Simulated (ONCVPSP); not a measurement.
# Building the ONCV potential for Tc (PBEsol, scalar-relativistic).

ONCVPSP 4.0.1 input, shortened (lines: element, Z, core and valence counts, functional; n l f; lmax; l rc ep ncon nbas qcut; lloc lpopt rc5 dvloc0; l nproj debl; icmod fcfact rcfact), PBEsol, scalar-relativistic:

```
  Tc 43.00    6    4  -116133      upf
    1    0    2.00
    2    0    2.00
    2    1    6.00
    3    0    2.00
    3    1    6.00
    3    2   10.00
    4    0    2.00
    4    1    6.00
    4    2    5.50
    5    0    1.50
    2
    0    1.50    0.00    3    7    6.90
    1    1.45    0.00    4    8   10.20
    2    2.30    0.00    3    8    6.20
    4    2    1.40    3.00
    0    3    2.50
    1    2    0.70
    2    2    3.90
    1    0.60    0.00
```

In the p channel the program set the typed energies aside and used -1.610, 0.250 Ha.

All-electron outer shells of the reference configuration (PBEsol, scalar-relativistic, ld1.x):

| shell | level (eV) | outermost node (bohr) | outermost maximum (bohr) |
| --- | --- | --- | --- |
| 3d | -248.16 | – | 0.31 |
| 4s | -71.74 | 0.50 | 0.95 |
| 4p | -43.80 | 0.51 | 1.03 |
| 4d | -5.53 | 0.50 | 1.29 |
| 5s | -4.63 | 1.28 | 2.79 |

Calculated quality:

```
Cutoffs needed             : 32 Ha and 39 Ha (the cutoffs (Ha) at which the residual kinetic energy of the hardest occupied pseudo-wave falls to 1 and 0.1 mHa per electron)
Ghost test                 : no bound ghost flagged; no localised positive-energy state flagged
Largest excitation error   : -6.4 meV (all-electron minus pseudo) for 4s2 4p6 4d5 5s0, out of 4 test configurations
rms error of d²Exc/dni dnj : 2.99 mHa without and 1.03 mHa with the model core
```

Generation and tests took about 7.4 s on one core of a shared server CPU.
